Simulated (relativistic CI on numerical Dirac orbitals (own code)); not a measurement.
**One change at a time: Cs¹⁹⁺**

Base calculation: Dirac-Coulomb-Breit CI, orbitals from a KLI potential per configuration, model QED, unscaled Slater integrals.

Configurations in the expansion (outside the closed core [Ar] 3d10): 4s²4p⁶, 4s²4p⁵4d, 4s4p⁶4d, 4s²4p⁵4f, 4s4p⁶4f, 4s²4p⁵5s, 4s²4p⁵5p, 4p⁶4d², 4p⁵4d³, 4p⁵4d²4f, 4p⁵4d²5s, 4p⁵4d²5p, 4p⁶4f², 4p⁵4d4f², 4p⁵4f³, 4p⁵4f²5s, 4p⁵4f²5p. Double excitations out of closed p, d and f shells are left out; levels of such configurations are missing from the list, as are those of other unlisted configurations, and high levels can miss mixing partners.

Variants: (1) non-relativistic limit. Shifts of the energy above 4s²4p⁶ ¹S0, in cm⁻¹, for the lowest level and the first level of each name with at least 55 % of one term (blank where a level changes its place among those of its configuration and J or its character, or is not in the variant):

```
        Level     Base     Δ(1)
   4s²4p⁶ ¹S0        0        0
4s²4p⁵4d ³P°0   667858   -11288
4s²4p⁵4d ³P°1   681941   -25371
4s²4p⁵4d ³F°3   703818   -29126
4s²4p⁵4d ³F°4   712922   -38230
4s²4p⁵4d ³D°3   755506   -39138
4s²4p⁵4d ³D°1   799748   -83380
4s²4p⁵4d ³F°2   836327         
4s²4p⁵4d ¹P°1   998826   -92157
  4s4p⁶4d ³D1  1314865  -170795
  4s4p⁶4d ³D2  1325027  -180958
  4s4p⁶4d ³D3  1344921  -200851
  4s4p⁶4d ¹D2  1414352  -199006
 4s²4p⁵4f ³G5  1578064   -36785
 4s²4p⁵4f ³G4  1585939   -44659
 4s²4p⁵4f ³D1  1586222   -42842
 4s²4p⁵4f ³D2  1594108   -50728
 4s²4p⁵4f ³F4  1612701         
 4s²4p⁵4f ³G3  1725136         
4s²4p⁵5s ³P°2  1940177   +59419
4s²4p⁵5s ¹P°1  1948964         
4s²4p⁵5s ³P°0  2080746   -81150
```

At this charge energies of transitions that change n are usually good to better than 1 %, and those within a shell (Δn = 0) to a few per cent.

Ionisation energy from the two ground configurations alone: base 596.768 eV. The NIST ASD value (theoretical) is 597 eV.

LS names give the leading component of a level, which can be under half, so a name can repeat, a term be missing and a line seem to break the LS rules.
